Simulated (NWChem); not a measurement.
System: selenium dioxide (SeO$_{2}$); SMILES [Se](=O)=O

NWChem input:

```
start job
memory heap 200 mb stack 900 mb global 1100 mb
geometry units angstroms noautosym nocenter noautoz
  O      1.371089     0.000000    -0.603943
  Se     0.000000     0.000000     0.265770
  O     -1.371089     0.000000    -0.603943
end
basis spherical
  * library def2-svpd
end
dft
  xc hfexch
  iterations 150
end
property
  response 1 0.0
end
task dft property
```

Geometry: optimised at B3LYP/6-31G* (spherical d).

Static field.

Task: Give the results of this calculation. (Hartree-Fock/def2-SVPD.) Quantities: isotropic polarisability (bohr³); anisotropy (bohr³).

Result: 
```yaml
isotropic polarisability (bohr³): 30.4
anisotropy (bohr³): 17.6
```
